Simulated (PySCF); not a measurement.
C₅H₁₅SSi₂ (SMILES C[Si](C)S[Si](C)(C)C), doublet, at a GFN2-xTB geometry; PySCF with PBE/STO-3G.

Input for PySCF:
```python
from pyscf import gto, scf, dft

mol = gto.Mole()
mol.atom = '''
    C     2.279829    1.452201   -1.189009
    Si    1.793042   -0.191608   -0.350237
    C     3.274161   -0.914850    0.602671
    S     0.236040    0.201386    1.131944
    Si   -1.599082   -0.088938    0.009507
    C    -1.603059    1.022197   -1.537536
    C    -1.702783   -1.916609   -0.513783
    C    -3.000736    0.386385    1.201947
    H     1.442999    1.907461   -1.709181
    H     2.626862    2.160134   -0.438264
    H     3.080989    1.303599   -1.906300
    H     3.014378   -1.846736    1.094561
    H     4.113107   -1.103910   -0.059810
    H     3.599216   -0.216051    1.370975
    H    -0.852895    0.701738   -2.254849
    H    -1.398749    2.057420   -1.281250
    H    -2.568758    0.990104   -2.031779
    H    -1.680000   -2.572013    0.351424
    H    -2.621809   -2.115207   -1.055733
    H    -0.869229   -2.189783   -1.155016
    H    -3.973729    0.234502    0.744557
    H    -2.960048   -0.210974    2.107740
    H    -2.928884    1.429227    1.496304
'''
mol.basis = 'sto-3g'
mol.charge = 0
mol.spin = 1
mol.verbose = 4
mol.build()

mf = dft.UKS(mol)
mf.xc = 'pbe'
mf.kernel()
```

What the program printed (banner, timings and long lists left out):

```
PySCF version 2.14.0

[INPUT] verbose = 4
[INPUT] num. atoms = 23
[INPUT] num. electrons = 89
[INPUT] charge = 0
[INPUT] spin (= nelec alpha-beta = 2S) = 1
[INPUT] symmetry False subgroup None
[INPUT] Mole.unit = angstrom
[INPUT] Symbol           X                Y                Z      unit          X                Y                Z       unit  Magmom
[INPUT]  1 C      2.279829000000   1.452201000000  -1.189009000000 AA    4.308252420841   2.744262167820  -2.246901369643 Bohr   0.0
[INPUT]  2 Si     1.793042000000  -0.191608000000  -0.350237000000 AA    3.388358309842  -0.362086643276  -0.661852008689 Bohr   0.0
[INPUT]  3 C      3.274161000000  -0.914850000000   0.602671000000 AA    6.187267577732  -1.728815945058   1.138883133218 Bohr   0.0
[INPUT]  4 S      0.236040000000   0.201386000000   1.131944000000 AA    0.446050954442   0.380564385322   2.139064148345 Bohr   0.0
[INPUT]  5 Si    -1.599082000000  -0.088938000000   0.009507000000 AA   -3.021827030722  -0.168068462067   0.017965626266 Bohr   0.0
[INPUT]  6 C     -1.603059000000   1.022197000000  -1.537536000000 AA   -3.029342471519   1.931672375352  -2.905521946659 Bohr   0.0
[INPUT]  7 C     -1.702783000000  -1.916609000000  -0.513783000000 AA   -3.217793519565  -3.621866097877  -0.970909157457 Bohr   0.0
[INPUT]  8 C     -3.000736000000   0.386385000000   1.201947000000 AA   -5.670569212123   0.730161828640   2.271350646243 Bohr   0.0
[INPUT]  9 H      1.442999000000   1.907461000000  -1.709181000000 AA    2.726872908021   3.604578883289  -3.229883987310 Bohr   0.0
[INPUT] 10 H      2.626862000000   2.160134000000  -0.438264000000 AA    4.964049747027   4.082061652361  -0.828198930256 Bohr   0.0
[INPUT] 11 H      3.080989000000   1.303599000000  -1.906300000000 AA    5.822225402798   2.463445086257  -3.602384911258 Bohr   0.0
[INPUT] 12 H      3.014378000000  -1.846736000000   1.094561000000 AA    5.696348855914  -3.489825264375   2.068420516630 Bohr   0.0
[INPUT] 13 H      4.113107000000  -1.103910000000  -0.059810000000 AA    7.772645751031  -2.086087566169  -0.113024519510 Bohr   0.0
[INPUT] 14 H      3.599216000000  -0.216051000000   1.370975000000 AA    6.801532503153  -0.408277218938   2.590767273626 Bohr   0.0
[INPUT] 15 H     -0.852895000000   0.701738000000  -2.254849000000 AA   -1.611737963011   1.326092631200  -4.261047062249 Bohr   0.0
[INPUT] 16 H     -1.398749000000   2.057420000000  -1.281250000000 AA   -2.643252527009   3.887960323203  -2.421211597099 Bohr   0.0
[INPUT] 17 H     -2.568758000000   0.990104000000  -2.031779000000 AA   -4.854249100285   1.871025394836  -3.839505855643 Bohr   0.0
[INPUT] 18 H     -1.680000000000  -2.572013000000   0.351424000000 AA   -3.174739889269  -4.860400158821   0.664095113599 Bohr   0.0
[INPUT] 19 H     -2.621809000000  -2.115207000000  -1.055733000000 AA   -4.954500960920  -3.997161926763  -1.995046230665 Bohr   0.0
[INPUT] 20 H     -0.869229000000  -2.189783000000  -1.155016000000 AA   -1.642604749530  -4.138090142228  -2.182663909491 Bohr   0.0
[INPUT] 21 H     -3.973729000000   0.234502000000   0.744557000000 AA   -7.509259503242   0.443144555663   1.407008814128 Bohr   0.0
[INPUT] 22 H     -2.960048000000  -0.210974000000   2.107740000000 AA   -5.593680035567  -0.398683079404   3.983051341791 Bohr   0.0
[INPUT] 23 H     -2.928884000000   1.429227000000   1.496304000000 AA   -5.534788610621   2.700847599834   2.827604759091 Bohr   0.0

nuclear repulsion = 632.961499772524
number of shells = 45
number of NR pGTOs = 201
number of NR cGTOs = 67
basis = sto-3g
ecp = {}

******** <class 'pyscf.dft.uks.UKS'> ********
method = UKS
initial guess = minao
damping factor = 0
level_shift factor = 0
DIIS = <class 'pyscf.scf.diis.CDIIS'>
diis_start_cycle = 1
diis_space = 8
diis_damp = 0
SCF conv_tol = 1e-09
SCF conv_tol_grad = None
SCF max_cycles = 50
direct_scf = True
direct_scf_tol = 1e-13
number electrons alpha = 45  beta = 44
XC library pyscf.dft.libxc version 7.1.2
    S. Lehtola, C. Steigemann, M. J. T. Oliveira, and M. A. L. Marques,  SoftwareX 7, 1–5 (2018)
XC functionals = pbe
    J. P. Perdew, K. Burke, and M. Ernzerhof,  Phys. Rev. Lett. 77, 3865 (1996)
    J. P. Perdew, K. Burke, and M. Ernzerhof,  Phys. Rev. Lett. 78, 1396 (1997)
    J. P. Perdew, K. Burke, and M. Ernzerhof,  Phys. Rev. Lett. 77, 3865 (1996)
    J. P. Perdew, K. Burke, and M. Ernzerhof,  Phys. Rev. Lett. 78, 1396 (1997)
radial grids:
    Treutler-Ahlrichs [JCP 102, 346 (1995); DOI:10.1063/1.469408] (M4) radial grids

becke partition: Becke, JCP 88, 2547 (1988); DOI:10.1063/1.454033
pruning grids: <function nwchem_prune>
grids dens level: 3
symmetrized grids: False
atomic radii adjust function: <function treutler_atomic_radii_adjust>
small_rho_cutoff = 0
Set gradient conv threshold to 3.16228e-05
tot grids = 274952
init E= -1162.0844522613

cycle= 1 E= -1162.40113914131  delta_E= -0.317  |g|= 0.441  |ddm|=    4
cycle= 2 E= -1162.02065009493  delta_E= 0.38  |g|= 0.736  |ddm|= 2.23
cycle= 3 E= -1162.49467780743  delta_E= -0.474  |g|= 0.219  |ddm|= 1.94
cycle= 4 E= -1162.54067029887  delta_E= -0.046  |g|= 0.0321  |ddm|= 0.435
cycle= 5 E= -1162.54169490125  delta_E= -0.00102  |g|= 0.0151  |ddm|= 0.107
cycle= 6 E= -1162.54189683588  delta_E= -0.000202  |g|= 0.00239  |ddm|= 0.0349
cycle= 7 E= -1162.54190104762  delta_E= -4.21e-06  |g|= 0.000991  |ddm|= 0.00593
cycle= 8 E= -1162.54190179729  delta_E= -7.5e-07  |g|= 0.0003  |ddm|= 0.00218
cycle= 9 E= -1162.54190185995  delta_E= -6.27e-08  |g|= 9.94e-05  |ddm|= 0.000647
cycle= 10 E= -1162.54190186896  delta_E= -9.01e-09  |g|= 2.37e-05  |ddm|= 0.000251
cycle= 11 E= -1162.54190186941  delta_E= -4.55e-10  |g|= 1.38e-05  |ddm|= 6.27e-05
Extra cycle  E= -1162.54190186931  delta_E= 9.91e-11  |g|= 1.87e-05  |ddm|= 5.23e-05
converged SCF energy = -1162.54190186931  <S^2> = 0.75084424  2S+1 = 2.0008441
```
